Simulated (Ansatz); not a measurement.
`BN(C)[SiH2]N` + `C[SiH2][SiH](F)[SiH3]` → `N[SiH2][SiH](F)[SiH3]` + `BN(C)[SiH2]C`  (redistribution)

Gas-phase electronic energies from Ansatz, PBE0-D4/def2-TZVP geometries. CBS: MP2 limit from def2 TZ/QZ plus the TZ coupled-cluster correction, frozen cores. DFT in def2-TZVPP. Each species was taken in one conformer, which may not be the lowest.

`BN(C)[SiH2]N`:

Z-matrix (Å, degrees):
```
C
N 1 1.458
H 1 1.095 2 111.2
H 1 1.095 2 111.2 3 119.9
H 1 1.090 2 109.9 3 -120.0
Si 2 1.761 1 114.0 3 -59.8
B 2 1.392 1 121.6 3 120.1
N 6 1.702 2 116.5 1 -179.9
H 6 1.486 2 106.6 1 -58.7
H 6 1.486 2 106.5 1 58.8
H 7 1.201 2 119.3 1 0.0
H 7 1.198 2 119.7 1 180.0
H 8 1.007 6 120.0 2 71.8
H 8 1.007 6 120.0 2 -71.7
```

`C[SiH2][SiH](F)[SiH3]`:

Cartesian coordinates in Å:
```
C 1.077 -0.127 -2.486
Si -0.221 -0.412 -1.164
Si 0.466 0.370 0.938
F 0.898 1.923 0.814
Si -1.205 0.158 2.569
H 1.298 0.938 -2.582
H 0.729 -0.493 -3.455
H 2.005 -0.646 -2.237
H -0.506 -1.868 -1.002
H -1.501 0.257 -1.533
H 1.677 -0.380 1.385
H -1.547 -1.286 2.694
H -2.427 0.904 2.166
H -0.745 0.660 3.892
```

`N[SiH2][SiH](F)[SiH3]`:

Z-matrix (Å, degrees):
```
Si
Si 1 2.357
N 1 1.725 2 116.3
H 1 1.488 2 108.4 3 121.3
H 1 1.490 2 106.4 3 -121.0
Si 2 2.347 1 113.3 3 -179.0
F 2 1.619 1 109.2 3 -57.0
H 2 1.494 1 110.0 3 59.5
H 3 1.008 1 118.5 2 72.6
H 3 1.008 1 119.1 2 -66.2
H 6 1.489 2 108.0 1 -60.8
H 6 1.488 2 111.8 1 179.5
H 6 1.488 2 110.8 1 57.9
```

`BN(C)[SiH2]C`:

Z-matrix (Å, degrees):
```
C
N 1 1.458
H 1 1.095 2 111.1
H 1 1.095 2 111.4 3 -120.1
H 1 1.090 2 109.8 3 120.0
Si 2 1.756 1 116.3 3 57.3
B 2 1.395 1 121.6 3 -123.0
C 6 1.865 2 111.3 1 65.9
H 6 1.491 2 107.6 1 -53.3
H 6 1.481 2 108.0 1 -171.9
H 7 1.200 2 119.4 1 0.1
H 7 1.198 2 119.3 1 -179.8
H 8 1.093 6 110.1 2 -179.5
H 8 1.093 6 110.9 2 60.9
H 8 1.092 6 111.6 2 -60.0
```

**Question.** Is it downhill or uphill in electronic energy at CCSD(T)/CBS, and by how much? (An estimate is asked.)

**Answer.** The calculation gave: Uphill: ΔE = +15.0 kJ/mol.

**Question.** What do these levels give: ωB97M-V, PBE0, HF/def2-TZVPP, MP2/def2-TZVPP, HF/def2-QZVPP, CCSD/CBS(def2)? (Estimate.)

**Answer.** Ansatz gave: ωB97M-V 16.7, PBE0 16.1, HF/def2-TZVPP 14.8, MP2/def2-TZVPP 16.9, HF/def2-QZVPP 14.2, CCSD/CBS(def2) 14.7 kJ/mol.

Largest T1 diagnostic among the species: 0.013.
